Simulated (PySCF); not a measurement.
Excitation energy of Te by level of theory

Te [Kr] 4d10 5s2 5p4 (3P) → Te [Kr] 4d10 5s2 5p3 5d1 (5D), as a difference of total energies. All numbers are calculated (PySCF 2.14, a scalar-relativistic core potential, in aug-cc-pVTZ-PP with ECP28MDF). Correlated levels: valence: 4s2 4p6 4d10 frozen. The calculations carry no spin-orbit coupling.

| method | excitation energy (eV) |
| --- | --- |
| UHF | 6.316 |
| MP2 (valence) | 6.736 |
| SCS-MP2 (valence) | 6.890 |
| CCSD (valence) | 6.829 |
| CCSD(T) (valence) | 6.850 |

How much does correlation contribute at CCSD(T) (valence)?

6.850 − (6.316) = 0.534 eV, measured against UHF.

Errors of the correlated levels include the incompleteness of this basis and the frozen core.

The promoted electron is Rydberg-like, and one or two diffuse shells describe it only roughly, which tends to raise the upper state.

For comparison: 6.655 eV (measured; NIST levels, between the centres of gravity of the two terms).
